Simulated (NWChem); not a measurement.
System: SiH3S2OCl; SMILES O[Si](S)(S)Cl

Output (shortened):

```
             Northwest Computational Chemistry Package (NWChem) 7.3.0
             --------------------------------------------------------

 C1  symmetry detected

                             Geometry "geometry" -> ""
                             -------------------------

 Output coordinates in angstroms (scale by  1.889725989 to convert to a.u.)

  No.       Tag          Charge          X              Y              Z
 ---- ---------------- ---------- -------------- -------------- --------------
    1 O                    8.0000    -0.30930318    -0.19276133     1.88228428
    2 Si                  14.0000    -0.04056423    -0.02568241     0.26136924
    3 S                   16.0000     1.87962326     0.69998102    -0.29040838
    4 S                   16.0000    -0.33286894    -1.95614253    -0.56278389
    5 Cl                  17.0000    -1.32765670     1.41386791    -0.47282712
    6 H                    1.0000    -0.39082242     0.62299346     2.38923054
    7 H                    1.0000     2.52244275    -0.37356583     0.22403245
    8 H                    1.0000    -1.26720104    -2.28495345     0.35843086

 Effective nuclear repulsion energy (a.u.)     445.1909117757

                                 NWChem DFT Module
                                 -----------------

 Summary of "ao basis" -> "ao basis" (spherical)
 ------------------------------------------------------------------------------
       Tag                 Description            Shells   Functions and Types
 ---------------- ------------------------------  ------  ---------------------
 O                          def2-svp                 6       14   3s2p1d
 Si                         def2-svp                 8       18   4s3p1d
 S                          def2-svp                 8       18   4s3p1d
 Cl                         def2-svp                 8       18   4s3p1d
 H                          def2-svp                 3        5   2s1p

            General Information
            -------------------
          SCF calculation type: DFT
          Wavefunction type:  closed shell.
          No. of atoms     :     8
          No. of electrons :    74
           Alpha electrons :    37
            Beta electrons :    37
          Charge           :     0
          Spin multiplicity:     1
          Use of symmetry is: off; symmetry adaption is: off
          Maximum number of iterations: 150
          AO basis - number of functions:   101
                     number of shells:    47
          Convergence on energy requested:  1.00D-06
          Convergence on density requested:  1.00D-05
          Convergence on gradient requested:  5.00D-04

              XC Information
              --------------
                         B3LYP Method XC Potential
                     Hartree-Fock (Exact) Exchange  0.200
                        Slater Exchange Functional  0.800 local
                    Becke 1988 Exchange Functional  0.720 non-local
              Lee-Yang-Parr Correlation Functional  0.810
                  VWN I RPA Correlation Functional  0.190 local

             Grid Information
             ----------------
          Grid used for XC integration:  medium
          Radial quadrature: Mura-Knowles
          Angular quadrature: Lebedev.
          Tag              B.-S. Rad. Rad. Pts. Rad. Cut. Ang. Pts.
          ---              ---------- --------- --------- ---------
          O                   0.60       49           9.0       434
          Si                  1.10       88           8.0       590
          S                   1.00       88          11.0       590
          Cl                  1.00       88          11.0       590
          H                   0.35       45          11.0       434
          Grid pruning is: on
          Number of quadrature shells:   536
          Spatial weights used:  Erf1

      Superposition of Atomic Density Guess
      -------------------------------------

 Sum of atomic energies:       -1618.94569133

      Non-variational initial energy
      ------------------------------

 Total energy =   -1620.402886
 1-e energy   =   -3126.866534
 2-e energy   =    1061.272737
 HOMO         =      -0.321098
 LUMO         =       0.062799

   convergence    iter        energy       DeltaE   RMS-Dens  Diis-err
 ---------------- ----- ----------------- --------- --------- ---------
 d= 0,ls=0.0,diis     1  -1622.6796321966 -2.07D+03  1.46D-02  8.80D-01
 d= 0,ls=0.0,diis     2  -1622.6478015693  3.18D-02  8.47D-03  1.17D+00
 d= 0,ls=0.0,diis     3  -1622.7748680045 -1.27D-01  1.69D-03  5.93D-02
 d= 0,ls=0.0,diis     4  -1622.7799280034 -5.06D-03  8.00D-04  7.33D-03
 d= 0,ls=0.0,diis     5  -1622.7808609775 -9.33D-04  1.92D-04  4.09D-04
  Resetting Diis
 d= 0,ls=0.0,diis     6  -1622.7809143854 -5.34D-05  3.94D-05  1.49D-05
 d= 0,ls=0.0,diis     7  -1622.7809167111 -2.33D-06  1.48D-05  6.82D-07
 d= 0,ls=0.0,diis     8  -1622.7809167105  6.81D-10  7.75D-06  6.49D-07

         Total DFT energy =    -1622.780916710458
      One electron energy =    -3129.574674197847
           Coulomb energy =     1172.048653112332
    Exchange-Corr. energy =     -110.445807400669
 Nuclear repulsion energy =      445.190911775726

 Numeric. integr. density =       73.999990011045

                       DFT Final Molecular Orbital Analysis
                       ------------------------------------

 Vector   35  Occ=2.000000D+00  E=-3.163697D-01
              MO Center= -1.1D-02,  1.8D-01, -2.1D-01, r^2= 5.1D+00
   Bfn.  Coefficient  Atom+Function         Bfn.  Coefficient  Atom+Function
  ----- ------------  ---------------      ----- ------------  ---------------
    79      0.286567  5 Cl px                62      0.249481  4 S  py
    43      0.247582  3 S  px                80      0.243050  5 Cl py
    76      0.213297  5 Cl px                40      0.205516  3 S  px
    59      0.194700  4 S  py                 4      0.188657  1 O  px
    77      0.181040  5 Cl py                63      0.177992  4 S  pz

 Vector   36  Occ=2.000000D+00  E=-2.773925D-01
              MO Center=  1.1D+00, -1.0D-01, -3.0D-01, r^2= 4.0D+00
   Bfn.  Coefficient  Atom+Function         Bfn.  Coefficient  Atom+Function
  ----- ------------  ---------------      ----- ------------  ---------------
    45      0.485066  3 S  pz                42      0.342752  3 S  pz
    61     -0.225262  4 S  px                44      0.198092  3 S  py
    39      0.195399  3 S  pz                63     -0.192258  4 S  pz
    62      0.181072  4 S  py                58     -0.147484  4 S  px
    60     -0.145159  4 S  pz                41      0.140721  3 S  py

[...]

                                NWChem TDDFT Module
                                -------------------

            General Information
            -------------------
           No. of orbitals :     202
            Alpha orbitals :     101
             Beta orbitals :     101
        Alpha frozen cores :       0
         Beta frozen cores :       0
     Alpha frozen virtuals :       0
      Beta frozen virtuals :       0
         Spin multiplicity :       1
    Number of AO functions :     101
        Use of symmetry is : off
      Symmetry adaption is : off
         Schwarz screening :  0.10D-07

              XC Information
              --------------
                  B3LYP Method XC Potential
              Hartree-Fock (Exact) Exchange   0.20
                 Slater Exchange Functional   0.80 local
             Becke 1988 Exchange Functional   0.72 non-local
       Lee-Yang-Parr Correlation Functional   0.81
           VWN I RPA Correlation Functional   0.19 local

             TDDFT Information
             -----------------
          Calculation type : Tamm-Dancoff TDDFT
         Wavefunction type : Restricted singlets
          No. of electrons :      74
           Alpha electrons :      37
            Beta electrons :      37
              No. of roots :       6
          Max subspacesize :    5200
            Max iterations :     100
               Target root :       1
           Target symmetry : none
      Symmetry restriction : off
                 Algorithm : Optimal
        Davidson threshold :  0.10D-03

    6 smallest eigenvalue differences (eV)
--------------------------------------------------------
  No. Spin  Occ  Vir  Irrep   E(Occ)    E(Vir)   E(Diff)
--------------------------------------------------------
    1    1   37   38 a        -0.272     0.012     7.728
    2    1   37   39 a        -0.272     0.015     7.800
    3    1   36   38 a        -0.277     0.012     7.881
    4    1   36   39 a        -0.277     0.015     7.953
    5    1   37   40 a        -0.272     0.021     7.960
    6    1   36   40 a        -0.277     0.021     8.113
--------------------------------------------------------

  Entering Davidson iterations
  Restricted singlet excited states

  Iter   NTrls   NConv    DeltaV     DeltaE      Time
  ----  ------  ------  ---------  ---------  ---------
    1      6       0     0.63E-01   0.10+100        6.5
    2     12       0     0.15E-01   0.76E-02        6.5
    3     18       0     0.56E-02   0.57E-03        6.5
    4     24       0     0.23E-02   0.85E-04        6.5
    5     30       0     0.92E-03   0.14E-04        6.4
    6     36       3     0.23E-03   0.17E-05        6.4
    7     39       6     0.66E-04   0.96E-07        5.2
  ----  ------  ------  ---------  ---------  ---------
  Convergence criterion met

  Ground state a       -1622.780916710458 a.u.

  ----------------------------------------------------------------------------
  Root   1 singlet a              0.237855240 a.u.                6.4724 eV
  ----------------------------------------------------------------------------
     Transition Moments    X -0.04294   Y  0.00425   Z -0.06375
     Dipole Oscillator Strength                    0.0009398143
     Electric Quadrupole                           0.0000000121
     Magnetic Dipole                               0.0000007058
     Total Oscillator Strength                     0.0009405322

     Occ.   36  a   ---  Virt.   39  a        0.13532
     Occ.   36  a   ---  Virt.   40  a       -0.32557
     Occ.   36  a   ---  Virt.   41  a       -0.07792
     Occ.   36  a   ---  Virt.   43  a        0.05997
     Occ.   37  a   ---  Virt.   38  a        0.84333
     Occ.   37  a   ---  Virt.   39  a       -0.30557
     Occ.   37  a   ---  Virt.   40  a        0.17599
     Occ.   37  a   ---  Virt.   41  a        0.14762
  ----------------------------------------------------------------------------
  Root   2 singlet a              0.240420203 a.u.                6.5422 eV
  ----------------------------------------------------------------------------
     Transition Moments    X -0.01202   Y -0.06408   Z -0.04603
     Dipole Oscillator Strength                    0.0010208995
     Electric Quadrupole                           0.0000000092
     Magnetic Dipole                               0.0000005585
     Total Oscillator Strength                     0.0010214672

     Occ.   36  a   ---  Virt.   38  a        0.77126
     Occ.   36  a   ---  Virt.   39  a       -0.17652
     Occ.   36  a   ---  Virt.   40  a       -0.24188
     Occ.   36  a   ---  Virt.   42  a        0.05409
     Occ.   37  a   ---  Virt.   38  a        0.15395
     Occ.   37  a   ---  Virt.   39  a        0.20199
     Occ.   37  a   ---  Virt.   40  a       -0.48138
     Occ.   37  a   ---  Virt.   41  a       -0.05775
     Occ.   37  a   ---  Virt.   43  a        0.06410
  ----------------------------------------------------------------------------
  Root   3 singlet a              0.249487769 a.u.                6.7889 eV
  ----------------------------------------------------------------------------
     Transition Moments    X  0.21122   Y -0.04208   Z  0.16875
     Dipole Oscillator Strength                    0.0124512569
     Electric Quadrupole                           0.0000000038
     Magnetic Dipole                               0.0000004890
     Total Oscillator Strength                     0.0124517496

     Occ.   36  a   ---  Virt.   38  a        0.20112
     Occ.   36  a   ---  Virt.   39  a        0.10252
     Occ.   36  a   ---  Virt.   40  a       -0.26925
     Occ.   37  a   ---  Virt.   38  a       -0.39223
     Occ.   37  a   ---  Virt.   39  a       -0.83996
     Occ.   37  a   ---  Virt.   40  a       -0.05374
  ----------------------------------------------------------------------------
  Root   4 singlet a              0.254127130 a.u.                6.9152 eV
  ----------------------------------------------------------------------------
     Transition Moments    X -0.02704   Y  0.19713   Z  0.11595
     Dipole Oscillator Strength                    0.0089855585
     Electric Quadrupole                           0.0000000355
     Magnetic Dipole                               0.0000004774
     Total Oscillator Strength                     0.0089860714

     Occ.   36  a   ---  Virt.   38  a       -0.39682
     Occ.   36  a   ---  Virt.   39  a       -0.79823
     Occ.   36  a   ---  Virt.   40  a       -0.09144
     Occ.   36  a   ---  Virt.   41  a       -0.07516
     Occ.   36  a   ---  Virt.   42  a       -0.06533
     Occ.   37  a   ---  Virt.   38  a        0.09395
     Occ.   37  a   ---  Virt.   39  a       -0.18515
     Occ.   37  a   ---  Virt.   40  a       -0.34999
     Occ.   37  a   ---  Virt.   41  a       -0.10541
  ----------------------------------------------------------------------------
  Root   5 singlet a              0.261360097 a.u.                7.1120 eV
  ----------------------------------------------------------------------------
     Transition Moments    X  0.03608   Y  0.18039   Z  0.02747
     Dipole Oscillator Strength                    0.0060281774
     Electric Quadrupole                           0.0000000398
     Magnetic Dipole                               0.0000002781
     Total Oscillator Strength                     0.0060284953

     Occ.   36  a   ---  Virt.   38  a        0.24287
     Occ.   36  a   ---  Virt.   39  a       -0.45291
     Occ.   36  a   ---  Virt.   40  a       -0.36816
     Occ.   37  a   ---  Virt.   38  a       -0.16836
     Occ.   37  a   ---  Virt.   39  a        0.15182
     Occ.   37  a   ---  Virt.   40  a        0.73418
  ----------------------------------------------------------------------------
  Root   6 singlet a              0.266188785 a.u.                7.2434 eV
  ----------------------------------------------------------------------------
     Transition Moments    X  0.32096   Y  0.09221   Z -0.04459
     Dipole Oscillator Strength                    0.0201422552
     Electric Quadrupole                           0.0000000167
     Magnetic Dipole                               0.0000002704
     Total Oscillator Strength                     0.0201425424

     Occ.   35  a   ---  Virt.   38  a        0.12248
     Occ.   35  a   ---  Virt.   39  a        0.09831
     Occ.   35  a   ---  Virt.   42  a        0.05335
     Occ.   36  a   ---  Virt.   38  a        0.35321
     Occ.   36  a   ---  Virt.   39  a       -0.25901
     Occ.   36  a   ---  Virt.   40  a        0.76764
     Occ.   36  a   ---  Virt.   43  a       -0.05961
     Occ.   37  a   ---  Virt.   38  a        0.20516
     Occ.   37  a   ---  Virt.   39  a       -0.29467
     Occ.   37  a   ---  Virt.   40  a        0.20191

              Target root =      1
          Target symmetry = none
      Ground state energy =  -1622.780916710458
        Excitation energy =      0.237855240001
     Excited state energy =  -1622.543061470457

  stored tddft:energy   -1622.5430614704569
```

Level: B3LYP/def2-SVP, TDA. Geometry: optimised at PBE0/def2-SVP. B3LYP is NWChem's, with the RPA form of VWN correlation.

Question: Which NWChem input produces such a log?

Answer: One answer among several that fit: the input that was run:
```
start job
memory heap 200 mb stack 900 mb global 1100 mb
geometry units angstroms noautoz
  O     -0.051918    -0.257157     1.907537
  Si     0.023671    -0.054469     0.270251
  S      1.683989     1.059912    -0.450627
  S      0.077486    -2.011793    -0.540510
  Cl    -1.604567     1.067239    -0.328555
  H     -0.259351     0.527750     2.427141
  H      2.586934     0.155033    -0.007622
  H     -0.675261    -2.523014     0.460367
end
basis spherical
  * library def2-svp
end
dft
  xc b3lyp
  iterations 150
end
tddft
  cis
  nroots 6
  notriplet
end
task tddft energy
```
